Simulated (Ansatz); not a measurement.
Si(CN)2H2 (C2H2N2Si), 7 atoms. Hardware: 4 threads of Arm Neoverse V1 on a shared host.

Correlated methods freeze 9 core orbitals.

How many basis functions does each of these Ansatz runs have, and roughly what does it cost? PBE0-D4/def2-TZVP, charge 1 doublet at the geometry of the charge 0 singlet, energy, from earlier orbitals; PBE-D4/def2-TZVPD, charge -1 doublet at the geometry of the charge 0 singlet, energy, from earlier orbitals; PBE-D4/def2-TZVP, charge 1 doublet at the geometry of the charge 0 singlet, energy, from earlier orbitals; HF/def2-TZVP, charge 0 singlet, energy, from earlier orbitals; BHLYP-D4/def2-TZVP, charge 0 singlet, energy, from earlier orbitals; HF/6-31G, charge 0 singlet, energy; PBE0-D4/def2-SVP, charge 0 singlet, energy with a search over starts; B3LYP-D4/6-31G, charge 0 singlet, energy; r2SCAN-D4/def2-TZVP, charge 1 doublet at the geometry of the charge 0 singlet, energy, from earlier orbitals; PBE0-D4/def2-TZVPD, charge -1 doublet at the geometry of the charge 0 singlet, energy, from earlier orbitals; r2SCAN-D4/def2-TZVP, charge 0 singlet, energy, from earlier orbitals; B2PLYP/def2-TZVP, charge 0 singlet, energy, from earlier orbitals.

Other jobs shared the machine, so times can vary by a factor of up to 3. A dash marks memory too small to be measured apart from the calling script's.

```tsv
run	functions	fitting or Cholesky vectors	wall time	peak host memory (GiB)
HF/6-31G, charge 0 singlet, energy	53	722	0.25 s	–
B3LYP-D4/6-31G, charge 0 singlet, energy	53	722	0.55 s	–
HF/def2-TZVP, charge 0 singlet, energy, from earlier orbitals	173	1226	0.75 s	–
PBE0-D4/def2-SVP, charge 0 singlet, energy with a search over starts	84	972	0.8 s	–
BHLYP-D4/def2-TZVP, charge 0 singlet, energy, from earlier orbitals	173	1146	1.4 s	–
r2SCAN-D4/def2-TZVP, charge 0 singlet, energy, from earlier orbitals	173	1010	2.2 s	–
B2PLYP/def2-TZVP, charge 0 singlet, energy, from earlier orbitals	173	1112	2.4 s	–
PBE0-D4/def2-TZVP, charge 1 doublet at the geometry of the charge 0 singlet, energy, from earlier orbitals	173	1026	7 s	0.6
PBE-D4/def2-TZVP, charge 1 doublet at the geometry of the charge 0 singlet, energy, from earlier orbitals	173	1010	7 s	–
PBE-D4/def2-TZVPD, charge -1 doublet at the geometry of the charge 0 singlet, energy, from earlier orbitals	209	1083	8 s	–
PBE0-D4/def2-TZVPD, charge -1 doublet at the geometry of the charge 0 singlet, energy, from earlier orbitals	209	1104	11 s	0.78
r2SCAN-D4/def2-TZVP, charge 1 doublet at the geometry of the charge 0 singlet, energy, from earlier orbitals	173	1010	12 s	–
```
